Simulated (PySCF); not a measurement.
A calculated (r2SCAN, PySCF 2.14, aug-cc-pVQZ-DK, the spin-free X2C one-electron Hamiltonian (Gaussian nucleus)) atom or ion has these occupied shells.

```csv
shell,electrons,orbital energy (eV),"rms radius, mean of both spins (bohr)"
1s α,1,-9563.8,0.0580
1s β,1,-9563.7,0.0580
2s α,1,-1188.3,0.245
2s β,1,-1187.4,0.245
2p α,3,-1030.8,0.219
2p β,3,-1030.1,0.219
3s α,1,-152.95,0.727
3s β,1,-150.85,0.727
3p α,3,-105.34,0.767
3p β,3,-103.32,0.767
3d α,5,-28.977,0.952
3d β,4,-27.478,0.952
4s α,1,-17.974,2.39
4p α,1,-11.053,2.93
```

**Question.** Name the element and its charge.

**Answer.** Zn⁺ (zinc, charge +1), in [Ar] 3d9 4s1 4p1, one real determinant (an excited configuration).
